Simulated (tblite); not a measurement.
C9H9 (doublet state).
Numbering: `[CH2:1]=[CH:2][CH2:3][c:4]1[cH:5][c:6][cH:7][cH:8][cH:9]1` (hydrogens: H10, H11 on C1; H12 on C2; H13, H14 on C3; H15 on C5; H16 on C7; H17 on C8; H18 on C9)

Structure optimised with GFN2-xTB, isolated species. This method treats the open shell by occupation alone, without spin polarisation.

Q: List the bond lengths, angles and torsions at this level.

A: 
| bond | length (Å) | order |
| --- | --- | --- |
| C1=C2 | 1.319 | double |
| C2–C3 | 1.500 | single |
| C3–C4 | 1.506 | single |
| C4–C5 | 1.399 | aromatic |
| C5–C6 | 1.361 | aromatic |
| C6–C7 | 1.364 | aromatic |
| C7–C8 | 1.393 | aromatic |
| C8–C9 | 1.383 | aromatic |
| C4–C9 | 1.388 | aromatic |
| C1–H10 | 1.078 | single |
| C1–H11 | 1.077 | single |
| C2–H12 | 1.082 | single |
| C3–H13, C3–H14 | 1.092 | single |
| C5–H15 | 1.080 | single |
| C7–H16 | 1.079 | single |
| C8–H17 | 1.081 | single |
| C9–H18 | 1.081 | single |

Bonds in one row agree within 0.01 Å and their mean is given. Orders are formal, as drawn. A selection of angles:
| angle | degrees |
| --- | --- |
| C1–C2–C3 | 124.4 |
| C2–C3–C4 | 109.7 |
| C3–C4–C5 | 119.8 |
| C3–C4–C9 | 121.5 |
| C5–C4–C9 | 118.6 |
| C4–C5–C6 | 117.9 |
| C5–C6–C7 | 125.2 |
| C6–C7–C8 | 116.9 |
| C7–C8–C9 | 120.0 |
| C4–C9–C8 | 121.4 |

Dihedral angles: C1–C2–C3–C4 121° (anticlinal); C2–C3–C4–C5 -87° (synclinal). The mirror-image conformer, all signs reversed, is as good.

Of the pairs four or more bonds apart, H10···H14 is among the closest relative to their van der Waals radii: 2.42 Å, 101 % of the sum of Bondi's values. C4 (carbon bonded to 3 C) is planar (angles 121.5°, 119.8° and 118.6°, sum 360.0°, 0.02 Å off the plane of its three neighbours). C2 (carbon bonded to 2 C and H) is planar (angles 124.4°, 120.6° and 115.0°, sum 360.0°, 0.01 Å off the plane of its three neighbours). C1 (carbon bonded to C and 2 H) is planar (angles 122.0°, 121.8° and 116.2°, sum 360.0°, 0.00 Å off the plane of its three neighbours). C5 (carbon bonded to 2 C and H) is planar (angles 122.2°, 119.9° and 117.9°, sum 360.0°, 0.00 Å off the plane of its three neighbours). The 6-membered ring C4–C5–C6–C7–C8–C9 has internal angles of 116.9° to 125.2° (sum 720°, against 720° for a flat polygon); it is planar, 0.00 Å rms from its mean plane, widest ring torsion 0°. The 9 C–C bonds span 1.319 Å (C1=C2, drawn double) to 1.506 Å (C3–C4, drawn single), a spread of 0.187 Å.

Point group: C1 (no symmetry element, even within 0.4 Å). Its GFN2-xTB frequencies are all real (lowest 21 cm⁻¹). 3 starts were optimised and ended at 0.00, 0.00 and 0.02 kcal/mol (GFN2-xTB); the lowest of these is shown.

Hardware: one thread, Arm Neoverse V2 (aarch64), no GPU, on a shared host. Cost: 0.26 s wall. These figures are those of the optimisation.

These are computed values.
